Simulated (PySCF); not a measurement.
# Worked example: oscillator strength and radiative lifetime

W(O)(NH)(OMe)(SH) (CH5NO2SW), SMILES [NH]=[W](=[O])([O]C)[SH], multiplicity 1.

Geometry optimised at B3LYP-D3(BJ)/def2-SVP. The multiplicity is an assumed one; other spin states were not compared. The def2 effective core potentials stand for the cores of W; spin–orbit coupling is left out. The values are those of a single conformer.

TDA-PBE/def2-SVPD (PySCF) puts the first singlet state with f over 0.02 at 4.53 eV (vertical), with the transition dipole (-0.617, -0.012, 0.058) in atomic units.

Q: Find the oscillator strength, the wavelength and the radiative lifetime that this transition would have in vacuum if emission retraced absorption.

A: 
|μ|² = 0.3842 au, so |μ| = 1.58 D. ΔE = 4.53/27.211 = 0.1665 hartree. f = (2/3) ΔE |μ|² = 0.043 (the program prints 0.043).
λ = 1239.84/4.53 = 274 nm; ν = 36537 cm⁻¹.
Einstein's coefficient A = 0.6670 ν² f s⁻¹ (ν in cm⁻¹) = 3.8e7 s⁻¹, so τ = 1/A = 26 ns. This state is S2; the lower singlet has f = 0.006. The figure is the radiative limit of this one transition; relaxation, internal conversion, crossing to triplets and a medium change what is measured.
